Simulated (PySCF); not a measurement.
**GeC⁻ at ROHF**

Computed with ROHF; Ge aug-cc-pVDZ-PP with ECP10, C aug-cc-pVDZ; scalar-relativistic core potentials (PySCF 2.14).

```json
{"state": "²Σ⁺ (doublet), unpaired electrons σ ↑", "bond length": "1.729 Å", "harmonic wavenumber": "964 cm⁻¹", "force constant": "5.65 mdyn/Å", "rotational constant Be": "0.5465 cm⁻¹", "anharmonicity ωexe": "4.28 cm⁻¹", "vibration–rotation constant αe": "0.00346 cm⁻¹", "bond order (Mayer)": "2.80", "dipole moment (positive dipole points towards C; it is taken about the centre of mass and depends on that origin)": "-3.60 D"}
```

Spin–orbit coupling is left out. Hartree–Fock leaves out correlation, which carries a large part of most bond energies and some tenths to 1 eV of ionisation energies. The state was picked by a PBE0 search and need not be the measured ground state.
